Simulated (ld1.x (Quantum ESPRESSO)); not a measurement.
**potassium: excitation energies, all-electron against RRKJ**

ld1.x (Quantum ESPRESSO) 7.5 input, shortened:

```
&input
   title='K', zed=19., rel=1, dft='PBE', iswitch=3,
   config='[Ar] 3d-2 4s1 4p0'
 /
 &inputp
   pseudotype=2, tm=.false., rho0=0.001, lloc=1,
   nlcc=.false.
 /
3
3S  1  0   2.00   0.00  1.70  1.70  0.0
3D  3  2  -2.00   0.05  1.55  1.55  0.0
3P  2  1   6.00   0.00  1.75  1.75  0.0
 &test
   configts(1)='3s2 3p6 4s1 4p0'
 /
```

Occupied shells without a wave of their own: 4s. They enter only through the test configuration that unscreens the potential.

Energies are relative to the spin-unpolarised reference configuration 3s2 3p6 4s1 4p0; without spin polarisation the order of configurations can differ from experiment.

| valence configuration | charge | ΔE all-electron (eV) | error AE − PS (meV) |
| --- | --- | --- | --- |
| 3s2 3p6 4s0 4p0 | +1 | 4.314 | -12 |
| 3s2 3p6 4s0.5 4p0 | +0.5 | 1.641 | -4.4 |
| 3s2 3p6 4s0 4p1 | 0 | 1.553 | -4.7 |
| 3s1 3p6 4s1 4p0 | +1 | 41.994 | +32 |
| 3s2 3p5 4s1 4p0 | +1 | 24.930 | +6.1 |

Levels in the configuration 3s2 3p5 4s1 4p0:

| level | all-electron (eV) | pseudo (eV) |
| --- | --- | --- |
| 3s | -48.449 | -48.412 |
| 3p | -31.411 | -31.391 |
| 4s | -8.601 | -8.617 |

ld1.x printed “convergence not achieved” for 5 of the counted tests; their residual had stalled under 1e-8, short of the target of 1e-14.
